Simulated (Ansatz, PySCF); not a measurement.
Gas-phase reaction in SMILES: C=C[SiH2][SiH2]Cl + 5 [H][H] (H2) -> 2 C (CH4) + Cl (HCl) + 2 [SiH4] (SiH4)
Structures are relaxed separately at B3LYP-D3(BJ)/def2-TZVP in Ansatz (a program for electronic structure), one conformer each, not searched for the lowest.

Wanted: energy of full hydrogenation (0 K, with B3LYP-D3(BJ) harmonic zero-point energies from PySCF), in kcal/mol. Cores are frozen in the correlated levels unless marked. Spin-orbit coupling is left out. No relativistic terms. CBS(X,Y): correlation extrapolated as X^-3; Hartree-Fock from the larger set.

```csv
level,program,energy of full hydrogenation (kcal/mol)
PBE0/def2-TZVP,Ansatz,-37.5
RPA@PBE/cc-pV(T+d)Z,Ansatz,-34.7
RPA@PBE/cc-pV(Q+d)Z,Ansatz,-32.6
MP2/6-31G*,Ansatz,-23.9
SCS-MP2/STO-3G,Ansatz,-29.4
SCS-MP2/aug-cc-pV(D+d)Z,Ansatz,-41.1
"CCSD(T)/CBS(cc-pV(T+d)Z,cc-pV(Q+d)Z)",Ansatz,-31.2
```
